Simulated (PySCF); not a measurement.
tetrasilane (H10Si4), SMILES [SiH3][SiH2][SiH2][SiH3].

Geometry: ωB97X-D3(BJ)/def2-SVP. Other conformers were not sampled.

All values below come from ωB97X/def2-TZVP (PySCF).

Question: Estimate the frontier levels, gap, dipole moment and polarisability. (An estimate is asked for; the answer gives what the named calculation found.)

Answer: 
```
Item                                                                                                              Value
---------------------------------------------------------------------------------------------  ------------------------
highest occupied level                                                                                        -10.08 eV
lowest empty level                                                                                              1.64 eV
orbital gap                                                                                                    11.71 eV
dipole moment                                                                                                    0.23 D
quadrupole, principal values (traceless, Buckingham form, about the centre of nuclear charge)     -0.76, 0.30, 0.46 D·Å
mean static polarisability                                                                       117.2 bohr³ (17.36 Å³)
polarisability, principal values                                                               99.2, 119.3, 132.9 bohr³
```
